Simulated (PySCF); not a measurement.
A run for PySCF: R-HF/3-21G on C2H2 (SMILES C#C).

```python
from pyscf import gto, scf, dft, mp
from pyscf.data.elements import chemcore

mol = gto.M(
    atom='''
    C    -0.14618371   -0.07036537    0.10699176
    C    -1.21301724   -0.45623640    0.49119218
    H     0.79929858    0.27475184   -0.23652687
    H    -2.16260394   -0.79545715    0.82920939
    ''',
    basis='3-21g',
    charge=0, spin=0, verbose=3, max_memory=1800)
mf = scf.RHF(mol)
mf.conv_tol = 1e-8
mf.max_cycle = 100
mf.kernel()
if not mf.converged:
    mf = mf.newton().run(mf.mo_coeff, mf.mo_occ)
```

The log:

```
converged SCF energy = -76.3954681619359
```

The calculation finished and met its thresholds.

Cost: very roughly 0.10 core-seconds.
